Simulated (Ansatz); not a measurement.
`N[Si](O)(Cl)[SbH2]`, 10 atoms. The species carries charge 0 and has multiplicity 1. Correlated methods include outer-core shells of Sb, which these sets cover unevenly. Sb takes the def2 core potential. All runs use 4 threads of a server CPU on a shared host. Correlated methods freeze the cores.

Problem. How many basis functions does each run have, and how long does it take in Ansatz? direct RPA on PBE orbitals/def2-TZVPP energy; RKS PBE0-D4/def2-SVP energy; RKS revPBE-D4/def2-TZVPP energy; RKS HSE06 (plane-wave form)-D4/def2-TZVPP energy; RHF-CCSD(T)/def2-TZVPP energy; RHF-CCSD(T)/def2-SVP energy; RKS PBE0-D4/def2-QZVPP energy; RKS PBE0-D4/def2-TZVP relaxation (12 steps); RKS r2SCANh-D4/def2-TZVPP energy; RKS ωB97M-V/def2-QZVPP energy; RHF-MP2/def2-QZVPP energy; RKS PBE0-D4/def2-TZVP frequencies. (An estimate is asked.)

Solution. Computed: Other jobs shared the machine, so times are rough.

```
                                    level                    job  functions  wall time  peak host memory (GiB)
                     RKS PBE0-D4/def2-SVP                 energy        115      2.1 s                    0.28
                 RKS revPBE-D4/def2-TZVPP                 energy        266      2.9 s                    0.41
RKS HSE06 (plane-wave form)-D4/def2-TZVPP                 energy        266        6 s                    0.91
                RKS r2SCANh-D4/def2-TZVPP                 energy        266        7 s                    0.88
    direct RPA on PBE orbitals/def2-TZVPP                 energy        266      7.5 s                    0.73
                   RKS PBE0-D4/def2-QZVPP                 energy        486       13 s                     2.2
                     RHF-CCSD(T)/def2-SVP                 energy        115       13 s                    0.63
                   RKS ωB97M-V/def2-QZVPP                 energy        486       23 s                     2.6
                       RHF-MP2/def2-QZVPP                 energy        486       27 s                       3
                    RKS PBE0-D4/def2-TZVP  relaxation (12 steps)        216       69 s                    0.72
                    RKS PBE0-D4/def2-TZVP            frequencies        216    3.6 min                    0.73
                   RHF-CCSD(T)/def2-TZVPP                 energy        266      5 min                     7.1
```
